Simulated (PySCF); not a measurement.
Ga(Cl)(Br)(Vi), C₂H₃BrClGa, SMILES C=[CH][Ga]([Cl])[Br] (PBE0/def2-SVP optimised geometry):

```
8

Ga    -1.270     0.166     0.000
Cl    -2.446     1.958     0.000
Br    -2.444    -1.795     0.000
C      0.661     0.166     0.000
C      1.350    -0.982    -0.004
H      1.197     1.123     0.003
H      2.446    -0.998    -0.004
H      0.852    -1.958    -0.007
```

Level of theory: PBE0/def2-TZVP (PySCF).

### Question
What are the frontier orbital energies and the dipole moment?

### Answer
HOMO-2 -8.74 eV, HOMO-1 -8.57 eV, HOMO -8.48 eV, LUMO -1.94 eV, LUMO+1 -0.89 eV; dipole moment 2.88 D.

On the same geometry PySCF with PBE/def2-TZVP gives HOMO-2 -7.42 eV, HOMO-1 -7.35 eV, HOMO -7.19 eV, LUMO -2.78 eV, LUMO+1 -1.82 eV; dipole moment 2.80 D.

Meta-Löwdin charges at PBE0/def2-TZVP: Ga1 0.64, Cl2 -0.28, Br3 -0.25, C4 -0.32, C5 -0.18, H6 0.14, H7 0.13, H8 0.13.
